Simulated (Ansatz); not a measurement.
Basis-set extrapolation for C2H7NOSi2 (`OC1=N[SiH2]C[SiH2]1`) (PBE0-D4/def2-TZVP geometry, frozen core, the Gaussian-basis code of Ansatz). Multiplicity 1, RHF reference.

```json
{"": "HF", "def2-TZVPP": "-787.131016", "def2-QZVPP": "-787.158556"}
{"": "MP2 correlation", "def2-TZVPP": "-1.000643", "def2-QZVPP": "-1.073003"}
{"": "CCSD(T) correlation", "def2-TZVPP": "-1.091770", "def2-QZVPP": "not run"}
```

Energies in hartree. Use E(X) = E(∞) + A·exp(−7.88·√X) for Hartree–Fock and E(X) = E(∞) + B·X^(−2.97) for correlation, with X = 3 and 4, and add CCSD(T) minus MP2 of the smaller set to the MP2 limit.

Q: What is the CCSD(T) energy at the basis-set limit?

A: HF limit: -787.158556 + (-0.027540) × 0.13774 = -787.16235. MP2 limit: -1.073003 + (-0.072360) × 0.74074 = -1.12660. Higher-order term: -1.091770 − (-1.000643) = -0.09113. Total: -788.38008 hartree, 98.7 kcal/mol below CCSD(T)/def2-TZVPP.
